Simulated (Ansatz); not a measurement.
Born–Oppenheimer molecular dynamics of BF2H2Si (6 atoms, charge 0, multiplicity 2). It goes on from the last frame of an earlier run, with new velocities.

Theory: UHF/def2-SVP in Ansatz 0.2.0.

- ensemble: NVE (velocity Verlet)
- time step: 1 fs
- steps asked: 100
- starting velocities drawn for: 200 K
- seed: 571330

First frame:

```xyz
6
Properties=species:S:1:pos:R:3
B 0.733 0.702 0.393
Si -0.534 -0.539 -0.259
F -2.107 -0.567 -0.591
F 0.020 -1.863 -0.979
H 0.603 1.720 0.860
H 1.863 0.196 0.253
```

Task: How far do the bonds stretch over the last three quarters of this one trajectory? (Pairs bonded in most of those frames.)

Result: 
```
  bond  mean (Å)  spread (Å)  shortest  longest
B1–Si2     1.924       0.033      1.87     1.97
 B1–H5     1.203       0.040      1.14     1.27
 B1–H6     1.196       0.047      1.12     1.28
Si2–F3     1.600       0.020      1.57     1.63
Si2–F4     1.597       0.008      1.59     1.61
```

Mean temperature of the second half: 243 K. The conserved energy stayed within 1 meV per atom of its start (net change -0.39 meV per atom), so the integration is sound. A run of 0.1 ps of so small a system gives no equilibrium averages.

The run took 91 s on 1 thread of Arm Neoverse V1 (shared host), peak memory 0.13 GiB.
